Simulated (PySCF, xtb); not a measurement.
C2H6O3Sn, SMILES C=[CH][Sn]([OH])([OH])[OH] (connectivity only; charge and spin as stated), charge +1, multiplicity 2. The values are those of a single conformer.

Harmonic wavenumbers (cm⁻¹) from xtb 6.7.1 with GFN2-xTB at its own minimum, in rising order: 38, 67, 77, 125, 127, 129, 192, 283, 288, 300, 332, 335, 406, 518, 526, 673, 765, 779, 808, 818, 924, 961, 1225, 1720, 2889, 2989, 3042, 3502, 3520, 3530.

What does r2SCAN-D4/def2-SVP run with PySCF 2.14.0 give at its own minimum? (The exact figures need the calculation; the answer reports its results.)

25, 88, 106, 133, 137, 153, 213, 218, 263, 322, 384, 429, 597, 634, 660, 787, 810, 829, 853, 865, 973, 1055, 1329, 1510, 3057, 3167, 3178, 3755, 3781, 3785. Paired by order, the mean absolute difference is 94 cm⁻¹ and the zero-point energies are 45.6 and 48.7 kcal/mol.
